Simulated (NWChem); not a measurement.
Species: GaNH$_{2}$Cl$_{2}$; SMILES [NH2][Ga]([Cl])[Cl]

```xyz
6

Ga     0.2666    -0.0005     0.0000
Cl    -0.8198     0.0003     1.8374
Cl    -0.8198     0.0003    -1.8374
N      2.0555     0.0014     0.0000
H      2.6108    -0.0027    -0.8458
H      2.6108    -0.0027     0.8458
```
Atoms are numbered in this order, from 1.

Program: NWChem. Medium grid unless said otherwise, to which SCAN and Minnesota functionals are sensitive. Geometry: optimised at PBE0/def2-SVP.

For level SCAN/def2-TZVP:

```yaml
highest occupied level (eV): -7.02
orbital gap (eV): 5.24
```

### Question
How do the values read with level PBE/def2-TZVP instead?

### Answer
The highest occupied level (eV) is -6.66 and the orbital gap (eV) is 4.63.
